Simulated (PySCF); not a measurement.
**Magnetisability: C4H9N2P**

Geometry:
| atom | x (Å) | y (Å) | z (Å) |
| --- | --- | --- | --- |
| C1 | -0.985 | -1.318 | 0.772 |
| N2 | -0.765 | -0.325 | -0.248 |
| C3 | -1.429 | 0.934 | -0.044 |
| P4 | 0.306 | -0.621 | -1.486 |
| N5 | 0.287 | 0.712 | -2.286 |
| C6 | 2.204 | 0.670 | 1.157 |
| C7 | 2.586 | -0.233 | 0.473 |
| H8 | -2.051 | -1.545 | 0.861 |
| H9 | -0.447 | -2.227 | 0.506 |
| H10 | -0.620 | -0.964 | 1.741 |
| H11 | -1.123 | 1.378 | 0.908 |
| H12 | -2.513 | 0.798 | -0.036 |
| H13 | -1.147 | 1.595 | -0.861 |
| H14 | 0.869 | 0.714 | -3.111 |
| H15 | 1.852 | 1.469 | 1.740 |
| H16 | 2.967 | -1.028 | -0.099 |

The calculation used GIAO CAM-B3LYP/pcSseg-1 magnetisability, rotational g tensor and spin-rotation constants, non-relativistic, gas phase in PySCF 2.14.0. Geometry: GFN2-xTB.

The bonding changed while the geometry was optimised; results refer to the coordinates, not to the name.

Task: What are the magnetisability and the molar susceptibility?

Result: Isotropic -1238 × 10⁻³⁰ J/T², or -74.5 × 10⁻⁶ cm³/mol; principal values -1391, -1247, -1075 × 10⁻³⁰ J/T², anisotropy 274 × 10⁻³⁰ J/T² (root of half the summed squared differences of the principal values). The susceptibility is in cgs units.

Task: Split it along the inertial axes a, b, c into diamagnetic and paramagnetic parts about the centre of mass, with the quadrupole moment.

Result: 
```
axis  χ (10⁻⁶ cm³/mol)  diamagnetic (10⁻⁶ cm³/mol)  paramagnetic (10⁻⁶ cm³/mol)  summed x² of all electrons (Å²)  quadrupole Θ (D Å)
   a             -81.7                      -651.7                        570.0                            132.1               -4.78
   b             -65.6                      -790.3                        724.8                             99.5               +4.17
   c             -76.3                      -982.7                        906.4                             54.1               +0.61
```
Anisotropies 2χaa − χbb − χcc = -21.6 and 2χbb − χaa − χcc = +26.9 × 10⁻⁶ cm³/mol. Θ is traceless in Buckingham's convention.

Task: And the rotational g tensor?

Result: 
```tsv
axis	rotational constant (GHz)	g	nuclear part	electronic part
a	2.2525	-0.0036	0.5996	-0.6032
b	1.7376	-0.0203	0.5714	-0.5917
c	1.3552	-0.0077	0.5694	-0.5771
```
Asymmetric top; isotopes 12C, 1H, 14N, 31P; no vibrational averaging.
